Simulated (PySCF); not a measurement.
A run for PySCF: R-B3LYP/6-31G* on CF+, 2S+1 = 1, a spin state set in the input, which need not be the lowest, a point of a bond scan (R = 1.158 Å). Charge +1.

```python
from pyscf import gto, scf, dft, mp
from pyscf.data.elements import chemcore

mol = gto.M(
    atom='''
    C     0.00000000    0.00000000    0.00000000
    F     0.00000000    0.00000000    1.15750400
    ''',
    basis='6-31g*',
    cart=True,
    charge=1, spin=0, verbose=3, max_memory=1800)
mf = dft.RKS(mol, xc='b3lyp')
mf.conv_tol = 1e-8
mf.max_cycle = 100
mf.kernel()
if not mf.converged:
    mf = mf.newton().run(mf.mo_coeff, mf.mo_occ)
```

Output:

```
converged SCF energy = -137.436075618757
```

The calculation finished and met its thresholds.

Cost: roughly 0.3 core-seconds.
